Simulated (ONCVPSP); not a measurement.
# Si (Z = 14): ONCV pseudisation with PBEsol, scalar-relativistic reference atom.

ONCVPSP 4.0.1 was run on this input:

```
# ATOM AND REFERENCE CONFIGURATION
# atsym  z   nc   nv     iexc    psfile
  Si 14.00    3    2  -116133      upf
#
#   n    l    f
    1    0    2.00
    2    0    2.00
    2    1    6.00
    3    0    2.00
    3    1    2.00
#
# PSEUDOPOTENTIAL AND OPTIMIZATION
# lmax
    2
#
#   l,   rc,      ep,       ncon, nbas, qcut
    0    1.65    0.00    4    8    3.10
    1    2.05    0.00    5    8    4.10
    2    1.65    0.09    4    8    4.90
#
# LOCAL POTENTIAL
# lloc, lpopt,  rc(5),   dvloc0
    0    5    1.65    0.00
#
# VANDERBILT-KLEINMAN-BYLANDER PROJECTORs
# l, nproj, debl
    0    0    2.40
    1    2    2.30
    2    1    3.90
#
# MODEL CORE CHARGE
# icmod, fcfact, rcfact
    1    0.70    0.00
#
# LOG DERIVATIVE ANALYSIS
# epsh1, epsh2, depsh
   -2.00    5.00    0.02
#
# OUTPUT GRID
# rlmax, drl
    6.00    0.01
#
# TEST CONFIGURATIONS
# ncnf
    4
# nvcnf
#   n    l    f
    2
    3    0    2.00
    3    1    1.00
#
    2
    3    0    2.00
    3    1    0.00
#
    2
    3    0    1.00
    3    1    0.00
#
    2
    3    0    2.00
    3    1    1.50
#
```

Command:

```bash
oncvpsp.x < Si.dat > Si.out
```

The program printed (shortened: citation, most of the input echo, consistency checks and plot data are left out):

```
ONCVPSP  (Optimized Norm-Conservinng Vanderbilt PSeudopotential)
scalar-relativistic version 4.0.1

#   n    l    f        energy (Ha)
    1    0    2.00    -6.5499530E+01
    2    0    2.00    -5.1128559E+00
    2    1    6.00    -3.5067963E+00
    3    0    2.00    -3.9574212E-01
    3    1    2.00    -1.4909905E-01

Reference configufation results
  iterations    28
  all-electron total energy (Ha)   -2.89298588D+02

Begin loop to  construct optimized pseudo wave functions
and semi-local pseudopoentials for all angular momenta

Calculating optimized projector #   1

 for l=   0

    Fraction of norm inside rc  0.290712
    Optimizing pswf for qcut=   3.09 a_B^-1,  ecut=   4.77 Ha
    Residual kinetic energy error=  9.21D-03 Ha

    Energy error per electron        Cutoff
         Ha          eV             Ha
         0.01000     0.27211        4.61
         0.00100     0.02721       23.95
         0.00010     0.00272       57.56
         0.00001     0.00027       67.34

   Wellstate for l =  1  n =  5
     eigenvalue =   2.1509
     asymptotic potential =   2.6509
     half-point radius =  3.9546

Calculating optimized projector #   1

 for l=   1

    Fraction of norm inside rc  0.299918
    Optimizing pswf for qcut=   4.10 a_B^-1,  ecut=   8.41 Ha
    Residual kinetic energy error=  8.62D-05 Ha

    Energy error per electron        Cutoff
         Ha          eV             Ha
         0.01000     0.27211        2.08
         0.00100     0.02721        3.19
         0.00010     0.00272        8.23
         0.00001     0.00027       24.79

Calculating optimized projector #   2

 for l=   1

    Fraction of norm inside rc  0.144690
    Optimizing pswf for qcut=   4.10 a_B^-1,  ecut=   8.41 Ha
    Residual kinetic energy error=  7.97D-04 Ha

    Energy error per electron        Cutoff
         Ha          eV             Ha
         0.01000     0.27211        4.66
         0.00100     0.02721        8.19
         0.00010     0.00272       45.76
         0.00001     0.00027       60.72

   Wellstate for l =  2  n =  3
     eigenvalue =   0.0900
     asymptotic potential =   0.5900
     half-point radius = 13.0997

Calculating optimized projector #   1

 for l=   2

    Fraction of norm inside rc  0.020569
    Optimizing pswf for qcut=   4.91 a_B^-1,  ecut=  12.05 Ha
    Residual kinetic energy error=  2.14D-04 Ha

    Energy error per electron        Cutoff
         Ha          eV             Ha
         0.01000     0.27211        3.09
         0.00100     0.02721        8.37
         0.00010     0.00272       14.63
         0.00001     0.00027       74.42

Construct Vanderbilt / Kleinmman-Bylander projectors

B matrix Hermiticity error, ll=   1
   1   2   -7.4639E-05

  Orthonormal projector coefficients -1.4264E+00  8.8837E-01

Model core correction analysis
  based on d2Exc/dn_idn_j

d2excae - all-electron derivatives

   -2.361870D-02   -1.346058D-02
   -1.408253D-02   -8.198114D-03

d2excps - pseudofunction derivatives with no core correction

   -2.641146D-02   -1.495709D-02
   -1.555849D-02   -9.011508D-03

rms 2nd derivative error    1.794373E-03

Polynomial model core charge

d2excps - pseudofunction derivatives with core correction

   -2.361617D-02   -1.367752D-02
   -1.429960D-02   -8.384248D-03

rms 2nd derivative error    1.794679E-04

Pseudoatom total energy   -3.760377

Diagnostic tests using Vanderbilt-Kleinman-Bylander pseudopotentials
  1 or more projectors used as specified by nproj input data

   l    rcore       rmatch      e in        delta e   norm test  slope test

   0   1.6550661   1.7053175  -0.3957421  -0.0000017   1.0000005   0.9999752

   1   2.0527811   2.1151080  -0.1490990  -0.0000000   1.0000145   0.9999672
   1   2.0527811   2.1151080   2.1509009   0.0000129   1.0001127   1.0001127

   2   1.6550661   1.7053175   0.0900000   0.0000073   1.0000016   1.0000016

 Testing for bound ghosts
   n   l    E NL Schr. Eq   E Basis Diag.   E Cutoff

   2   1       -0.149099       -0.138839     71.39

 Testing for highly-localized positive-energy ghosts
       l    <radius>/rc     E Basis Diag.   E Cutoff

Test configuration 0

   n   l     f        eae           eps        diff
   1   0  2.0000  -65.49952994
   2   0  2.0000   -5.11285586
   2   1  6.0000   -3.50679635
   3   0  2.0000   -0.39574212   -0.39574386   -1.74D-06
   3   1  2.0000   -0.14909905   -0.14909906   -1.38D-08

    Total energies and differences
      AE_ref= -2.89298588D+02  AE_tst= -2.89298588D+02  dif=  0.00D+00
      PS_ref= -3.76037653D+00  PS_tst= -3.76037653D+00  dif= -8.88D-16
      PSP excitation error=  8.88D-16

Test configuration 1

   n   l     f        eae           eps        diff
   1   0  2.0000  -65.85509005
   2   0  2.0000   -5.46168358
   2   1  6.0000   -3.85617563
   3   0  2.0000   -0.69776342   -0.69743795    3.25D-04
   3   1  1.0000   -0.42727566   -0.42702246    2.53D-04

    Total energies and differences
      AE_ref= -2.89298588D+02  AE_tst= -2.89015148D+02  dif=  2.83D-01
      PS_ref= -3.76037653D+00  PS_tst= -3.47700793D+00  dif=  2.83D-01
      PSP excitation error=  7.18D-05

Test configuration 2

   n   l     f        eae           eps        diff
   1   0  2.0000  -66.30401442
   2   0  2.0000   -5.89530211
   2   1  6.0000   -4.29091652
   3   0  2.0000   -1.04697095   -1.04567667    1.29D-03

    Total energies and differences
      AE_ref= -2.89298588D+02  AE_tst= -2.88428498D+02  dif=  8.70D-01
      PS_ref= -3.76037653D+00  PS_tst= -2.89101752D+00  dif=  8.69D-01
      PSP excitation error=  7.32D-04

Test configuration 3

   n   l     f        eae           eps        diff
   1   0  2.0000  -66.88270714
   2   0  2.0000   -6.44913824
   2   1  6.0000   -4.84567748
   3   0  1.0000   -1.44638062   -1.44505045    1.33D-03

    Total energies and differences
      AE_ref= -2.89298588D+02  AE_tst= -2.87182718D+02  dif=  2.12D+00
      PS_ref= -3.76037653D+00  PS_tst= -1.64664506D+00  dif=  2.11D+00
      PSP excitation error=  2.14D-03

Test configuration 4

   n   l     f        eae           eps        diff
   1   0  2.0000  -65.66461942
   2   0  2.0000   -5.27552261
   2   1  6.0000   -3.66967459
   3   0  2.0000   -0.53952563   -0.53942018    1.05D-04
   3   1  1.5000   -0.28109935   -0.28103439    6.50D-05

    Total energies and differences
      AE_ref= -2.89298588D+02  AE_tst= -2.89191702D+02  dif=  1.07D-01
      PS_ref= -3.76037653D+00  PS_tst= -3.65349734D+00  dif=  1.07D-01
      PSP excitation error=  7.20D-06
```

The run took about 3.3 s on one core of a shared server CPU.
